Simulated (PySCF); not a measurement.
This PySCF input asks for the NMR shieldings of `C=C1C[C@@H](C)B[C@@H]1CC`, C8H15B; the geometry comes from GFN2-xTB.

```python
import basis_set_exchange as bse
import numpy as np
from pyscf import gto, dft
from pyscf.prop import nmr

atoms = """
C    -0.109593   -2.280123   -0.806078
C     0.107685   -1.184089   -0.101658
C     1.167985   -1.020110    0.950775
C     1.615465    0.452298    0.861726
C     2.800430    0.589030   -0.111043
B     0.365460    1.213568    0.257378
C    -0.649223    0.117280   -0.264197
C    -1.958496    0.056813    0.559680
C    -2.824866    1.295114    0.372228
H     0.467627   -3.178359   -0.659371
H    -0.879816   -2.328962   -1.558384
H     0.723805   -1.211309    1.932205
H     1.991817   -1.721942    0.816863
H     1.956239    0.812316    1.837327
H     3.655218    0.018289    0.247561
H     3.097792    1.630499   -0.210193
H     2.525224    0.212864   -1.094119
H     0.252058    2.372064    0.173138
H    -0.951857    0.250365   -1.308736
H    -1.712937   -0.059543    1.617312
H    -2.520252   -0.828612    0.251446
H    -3.759980    1.187470    0.918240
H    -2.313765    2.181978    0.736742
H    -3.057754    1.442865   -0.679927
"""
names = dict.fromkeys(["C", "B", "H"], "pcSseg-1")
basis = {el: gto.basis.parse(bse.get_basis(n, elements=[el], fmt="nwchem")) for el, n in names.items()}
mol = gto.M(atom=atoms, basis=basis, charge=0, verbose=0)
mf = dft.RKS(mol, xc="PBE0")
mf.grids.level = 2
mf.grids.alignment = dft.numint.BLKSIZE   # the property module wants whole blocks of grid points
mf.conv_tol = 1e-9
mf.kernel()

calc = nmr.RKS(mf)   # GIAO
C = mf.mo_coeff
Co = C[:, mf.mo_occ > 0]
resp = mf.gen_response(singlet=True, hermi=2)
def vind(x):   # induced exchange potential for any number of trial vectors
    d = np.einsum("pi,xij,qj->xpq", C, 2 * x.reshape(-1, C.shape[1], Co.shape[1]), Co, optimize=True)
    return np.einsum("xpq,pi,qj->xij", resp(d - d.transpose(0, 2, 1)), C, Co, optimize=True).ravel()
mo1, _ = nmr.rhf.solve_mo1(calc, with_cphf=vind)
sigma = calc.kernel(mo1)
for i, s in enumerate(sigma):   # ppm
    print("%2d %-2s %9.2f" % (i, mol.atom_pure_symbol(i), np.trace(s) / 3))
```

**Question.** Give the expected output.

**Answer.** 
```
 0 C      73.20
 1 C      16.68
 2 C     141.38
 3 C     149.77
 4 C     173.35
 5 B       4.80
 6 C     132.38
 7 C     154.93
 8 C     168.72
 9 H      26.37
10 H      26.49
11 H      28.63
12 H      29.66
13 H      29.54
14 H      30.59
15 H      30.80
16 H      31.15
17 H      23.55
18 H      29.22
19 H      30.10
20 H      30.07
21 H      30.52
22 H      30.61
23 H      30.45
```

These numbers come from an equivalent density-fitted implementation of the same equations, which agrees with the script to about 0.01 ppm for H and up to a few tenths of a ppm for heavy atoms, so last digits may differ.

Size and cost of the density-fitted run: 228 basis functions, 110 s wall time on 1 thread of an Arm Neoverse N1, shared host; peak memory 1.1 GiB.
